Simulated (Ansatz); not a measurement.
Stretching the Se1–H2 bond in SeH (multiplicity 2 held). Energies count from the point at 1.475 Å.


R- and RO- levels are restricted; in cc, def2 and unpolarised 6-31G sets they are followed outwards from rest. Unrestricted levels (U-) break spin symmetry where that is lower. Active spaces are followed from rest. Levels need not reach the same state.

Frozen-core correlation. Filled d and f shells under p-block atoms count as core.

The values were computed with Ansatz (Gaussian basis) for Hartree–Fock, density functionals and correlated methods. 

Energies in eV.

| R (Å) | RO-HF/cc-pVTZ | U-wB97X-V/cc-pVTZ | U-MP2/cc-pVTZ | RO-SCS-MP2/cc-pVTZ | CASSCF(7,5)/cc-pVTZ | FIC-MRCISD+Q on CASSCF(7,5)/cc-pVTZ |
|---|---|---|---|---|---|---|
| 1.180 | 1.48 | 1.51 | 1.51 | 1.52 | 1.61 | 1.55 |
| 1.327 | 0.25 | 0.27 | 0.27 | 0.27 | 0.33 | 0.29 |
| 1.475 | 0.00 | 0.00 | 0.00 | 0.00 | 0.00 | 0.00 |
| 1.622 | 0.25 | 0.22 | 0.22 | 0.22 | 0.15 | 0.19 |
| 1.770 | 0.74 | 0.67 | 0.68 | 0.66 | 0.50 | 0.59 |
| 1.991 | 1.65 | 1.50 | 1.73 | 1.47 | 1.15 | 1.31 |
| 2.212 | 2.57 | 2.32 | 2.45 | 2.27 | 1.73 | 1.98 |
| 2.581 | 3.93 | 3.06 | 2.92 | 3.37 | 2.37 | 2.74 |
| 2.950 | 5.02 | 3.31 | 3.07 | 4.09 | 2.65 | 3.08 |
| 3.392 | 5.99 | 3.40 | 3.12 | 4.50 | 2.75 | 3.22 |
| 3.982 | 6.87 | 3.44 | 3.14 | 4.42 | 2.78 | 3.26 |
| 4.720 | 7.53 | 3.44 | 3.14 | 3.69 | 2.78 | 3.27 |
| 5.900 | 8.06 | 3.44 | 3.14 | 1.94 | 2.78 | 3.27 |

Doubts at one or more of the structures used: a restricted determinant that unrestricted orbitals would lower (RO-HF/cc-pVTZ, RO-SCS-MP2/cc-pVTZ); a spin-contaminated determinant (U-wB97X-V/cc-pVTZ, U-MP2/cc-pVTZ).

Ansatz is a quantum-chemistry and plane-wave program.
